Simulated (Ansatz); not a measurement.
`N[Si](F)(F)F` + H₂Se → `F[Si](F)(F)[SeH]` + NH₃ at 298.15 K and 1 bar (ligand exchange at the Si–N bond).

Calculated with Ansatz (gas phase, PBE0-D4/def2-TZVP geometries, no zero-point term in ΔE). CCSD(T)/CBS is the MP2 limit (def2-TZVPP, def2-QZVPP) plus CCSD(T) − MP2 in def2-TZVPP, frozen cores. This one scheme is used for every species. For Se outer-core shells are correlated without core-valence functions, which leaves a few kJ/mol of doubt a bond. Scalar relativity is left out up to krypton. One conformer a species, not always the lowest.

| species | CCSD(T)/CBS energy (Eh) | H − E (kJ/mol) | S (J/(mol·K)) |
| --- | --- | --- | --- |
| `N[Si](F)(F)F` | -644.62042 | 111.9 | 326.7 |
| H₂Se | -2401.89790 | 45.8 | 219.1 |
| `F[Si](F)(F)[SeH]` | -2990.00244 | 66.3 | 345.7 |
| NH₃ | -56.50880 | 100.5 | 192.4 |

H − E and S are ideal-gas, rigid-rotor, harmonic terms from PBE0-D4/def2-TZVP, for one conformer and one mirror image of each species. 1 Eh = 2625.50 kJ/mol, R = 8.31446 J/(mol·K).

Question: By hand: ΔE, ΔH, ΔS and ΔG.

Answer: ΔE = (-2990.00244) + (-56.50880) − (-644.62042) − (-2401.89790) = 0.00708 Eh = 18.6 kJ/mol. Δ(H − E) = 66.3 + 100.5 − 111.9 − 45.8 = 9.1, so ΔH = 27.7 kJ/mol. ΔS = 345.7 + 192.4 − 326.7 − 219.1 = -7.7 J/(mol·K). ΔG = 27.7 − 298.15 × (-7.7)/1000 = 30.0 kJ/mol.

Question: By hand: the equilibrium constant, and the temperature at which ΔG would vanish if ΔH and ΔS stayed fixed.

Answer: log₁₀ K = −ΔG/(RT ln 10) = -5.3. ΔH and −TΔS have one sign here, so there is no such temperature.

The number of gas molecules stays the same, so ΔS is small and ΔH decides. A doubt of 5 kJ/mol in ΔE shifts log₁₀ K by 0.9 here. Other conformers and mirror images would add mixing entropy, several J/(mol·K) or more a flexible species. These are equilibria of isolated gas molecules and say nothing of rates. Largest T1 diagnostic: 0.011 (customary marks: 0.02 for closed shells, 0.045 for open ones).

ΔS is within the doubt of such terms, so its sign, and with it that verdict, could turn.
